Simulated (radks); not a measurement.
Values are calculated unless marked as measured or tabulated.
Polarisability of the chromium ion Cr5+, [Ar] 3d1, at imaginary frequency. Level of theory: non-relativistic Kohn-Sham, LB94 model potential, spin-polarised, spherical densities, point nucleus; open shells are filled with parallel spins first (a radial shooting solver on a logarithmic mesh with Libxc functionals). Response by self-consistent Sternheimer equations with the Hartree and adiabatic LDA kernel.

| w (hartree) | alpha1(iw) (bohr^3) |
|---|---|
| 0.00266 | 1.020 |
| 0.0143 | 1.020 |
| 0.0360 | 1.020 |
| 0.0697 | 1.019 |
| 0.118 | 1.018 |
| 0.186 | 1.013 |
| 0.280 | 1.004 |
| 0.413 | 0.9859 |
| 0.605 | 0.9498 |
| 0.892 | 0.8804 |
| 1.35 | 0.7554 |
| 2.12 | 0.5596 |
| 3.59 | 0.3241 |
| 6.94 | 0.1315 |
| 17.5 | 0.03143 |

Static values: alpha1 = 1.020 bohr^3 (0.1512 angstrom^3; uncoupled 1.536). C6 = 1.876, triple-dipole C9 = 1.389 atomic units. One-pole (London) frequency 4 C6 / (3 alpha1^2) = 2.402 hartree, against 3.332 for minus the highest occupied eigenvalue.
